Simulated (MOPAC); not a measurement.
MOPAC input (PM3):

```
PM3 1SCF CHARGE=-1 GEO-OK AUX(PRECISION=9) THREADS=1
CaCl

Ca   -0.00000000 1   -0.00000000 1   -1.12308380 1
Cl    0.00000000 1    0.00000000 1    1.32127506 1
```

Task: What heat of formation does the run end on, and which ionisation energy by Koopmans theorem?

Result: -63.18 kcal/mol; 1.32 eV.
